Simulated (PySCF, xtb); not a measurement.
C₂H₆F₂Si, SMILES FC([SiH2]C)F. The values are those of a single conformer.

Harmonic wavenumbers (cm⁻¹) from xtb with GFN2-xTB at its own minimum, in rising order: 44, 121, 123, 205, 338, 455, 490, 582, 616, 686, 749, 781, 824, 841, 995, 1076, 1237, 1281, 1362, 1459, 1464, 2268, 2273, 2896, 3022, 3024, 3042.

**Question.** What does B3LYP-D3(BJ)/def2-SVP run with PySCF 2.14.0 give at its own minimum? (The exact figures need the calculation; the answer reports its results.)

**Answer.** 69, 133, 137, 226, 362, 503, 537, 629, 670, 690, 787, 886, 912, 955, 1065, 1114, 1272, 1325, 1363, 1431, 1439, 2227, 2230, 3033, 3038, 3135, 3136. Paired by order, the mean absolute difference is 49 cm⁻¹ and the zero-point energies are 46.1 and 47.6 kcal/mol.
